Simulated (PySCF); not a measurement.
## Cadmium: a sound run and one with changed settings

Sound run: Cd [Kr] 4d10 5s2, Cd⁺ [Kr] 4d10 5s1. All numbers are calculated (PySCF 2.14, scalar relativity through the core potential, in cc-pVDZ-PP with ECP28MDF (4s4p3d1f, 38 functions)). The sound run starts from symmetry-adapted Hartree-Fock orbitals and uses a fine grid where one is needed.

Changed run: 6 angular points. This setting is unsound on purpose.

```
species  method  sound run (hartree)  changed run (hartree)  converged
     Cd     UHF           -166.83775             -166.83775        yes
     Cd     LDA           -167.44620             -172.46796        yes
     Cd    PBE0           -167.72706             -170.67676        yes
    Cd⁺     UHF           -166.56450             -166.56450        yes
    Cd⁺     LDA           -167.09273             -172.08719        yes
    Cd⁺    PBE0           -167.39862             -170.32910        yes
```

Ionisation energy of Cd:

```tsv
method	sound run (eV)	changed run (eV)
UHF	7.435	7.435
```

A coarse angular grid integrates products of high-l functions wrongly, so density functionals can shift, and the SCF can exploit the error; Hartree-Fock and MP2 need no grid.

For comparison, NIST gives 8.994 eV between the lowest levels.
